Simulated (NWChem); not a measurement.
System: 1,2,4-triazole (C$_{2}$H$_{3}$N$_{3}$); SMILES n1[nH]cnc1

Here is an NWChem input.

```
start job
memory heap 200 mb stack 900 mb global 1100 mb
geometry units angstroms noautoz
  C      1.058512     0.354300     0.000000
  N      0.008958     1.211943     0.000000
  C     -1.026327     0.403248     0.000000
  N     -0.600611    -0.874802     0.000000
  N      0.733222    -0.924497     0.000000
  H      2.098416     0.679785     0.000000
  H     -2.078884     0.686061     0.000000
  H     -1.143883    -1.729721     0.000000
end
basis spherical
  * library def2-svpd
end
dft
  xc b3lyp
  iterations 150
end
tddft
  cis
  nroots 6
  notriplet
end
task tddft energy
```

Geometry: optimised at PBE0/def2-SVP.

Vertical excitations in the gas phase.

Problem. Predict the main results of this run. (B3LYP/def2-SVPD, TDA.) Quantities: basis functions; lowest excitation, singlet (eV); oscillator strength of that lowest state; lowest state with f > 0.02, singlet (eV); oscillator strength of that bright state; orbital gap (eV).

Solution. The number of basis functions is 124, the lowest excitation, singlet (eV) comes out as 6.23 and the oscillator strength of that lowest state comes out as 0.006. The lowest state with f > 0.02, singlet (eV) comes out as 7.27. The oscillator strength of that bright state is 0.032 and the orbital gap (eV) comes out as 7.43.
